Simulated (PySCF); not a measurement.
SMILES F[Si](F)(F)CC[Si](F)(F)F (C2H4F6Si2), B3LYP/def2-SVP optimised geometry.

```
14

Si     1.47    -1.73     0.00
F      0.98    -2.55     1.29
F      0.98    -2.55    -1.29
F      3.08    -1.73     0.00
C      0.77    -0.01     0.00
C     -0.77     0.01     0.00
Si    -1.47     1.73     0.00
F     -3.08     1.72    -0.01
F     -0.99     2.55     1.30
F     -0.98     2.55    -1.29
H      1.17     0.52    -0.88
H      1.18     0.52     0.88
H     -1.18    -0.52    -0.88
H     -1.17    -0.51     0.89
```

Density from B3LYP/def2-TZVP (PySCF) at that geometry.

Minimum of the electron density along straight lines between bonded atoms, close to the bond critical point (lines longer than 1.1 times the sum of covalent radii, or with two minima, are not listed):

```json
[
 {"bond": "Si1–F2", "length / Å": "1.608", "ρ at the minimum / e bohr⁻³": "0.138", "∇²ρ there / e bohr⁻⁵": "0.92", "position (fraction from the first atom)": "0.42"},
 {"bond": "Si1–F3", "length / Å": "1.608", "ρ at the minimum / e bohr⁻³": "0.138", "∇²ρ there / e bohr⁻⁵": "0.92", "position (fraction from the first atom)": "0.42"},
 {"bond": "Si1–F4", "length / Å": "1.606", "ρ at the minimum / e bohr⁻³": "0.139", "∇²ρ there / e bohr⁻⁵": "0.93", "position (fraction from the first atom)": "0.42"},
 {"bond": "Si1–C5", "length / Å": "1.850", "ρ at the minimum / e bohr⁻³": "0.136", "∇²ρ there / e bohr⁻⁵": "0.13", "position (fraction from the first atom)": "0.39"},
 {"bond": "C5–C6", "length / Å": "1.548", "ρ at the minimum / e bohr⁻³": "___", "∇²ρ there / e bohr⁻⁵": "-0.51", "position (fraction from the first atom)": "0.50"},
 {"bond": "C6–Si7", "length / Å": "1.850", "ρ at the minimum / e bohr⁻³": "0.136", "∇²ρ there / e bohr⁻⁵": "0.13", "position (fraction from the first atom)": "0.61"},
 {"bond": "Si7–F8", "length / Å": "1.606", "ρ at the minimum / e bohr⁻³": "0.139", "∇²ρ there / e bohr⁻⁵": "0.93", "position (fraction from the first atom)": "0.42"},
 {"bond": "Si7–F9", "length / Å": "1.608", "ρ at the minimum / e bohr⁻³": "0.138", "∇²ρ there / e bohr⁻⁵": "0.92", "position (fraction from the first atom)": "0.42"},
 {"bond": "Si7–F10", "length / Å": "1.608", "ρ at the minimum / e bohr⁻³": "0.138", "∇²ρ there / e bohr⁻⁵": "0.92", "position (fraction from the first atom)": "0.42"},
 {"bond": "C5–H11", "length / Å": "1.104", "ρ at the minimum / e bohr⁻³": "0.270", "∇²ρ there / e bohr⁻⁵": "-0.89", "position (fraction from the first atom)": "0.64"},
 {"bond": "C5–H12", "length / Å": "1.104", "ρ at the minimum / e bohr⁻³": "0.270", "∇²ρ there / e bohr⁻⁵": "-0.89", "position (fraction from the first atom)": "0.64"},
 {"bond": "C6–H13", "length / Å": "1.104", "ρ at the minimum / e bohr⁻³": "0.270", "∇²ρ there / e bohr⁻⁵": "-0.89", "position (fraction from the first atom)": "0.64"},
 {"bond": "C6–H14", "length / Å": "1.104", "ρ at the minimum / e bohr⁻³": "0.270", "∇²ρ there / e bohr⁻⁵": "-0.89", "position (fraction from the first atom)": "0.64"}
]
```

Task: Fill in the missing entries.

Result: 
- C5–C6, ρ at the minimum / e bohr⁻³: 0.228
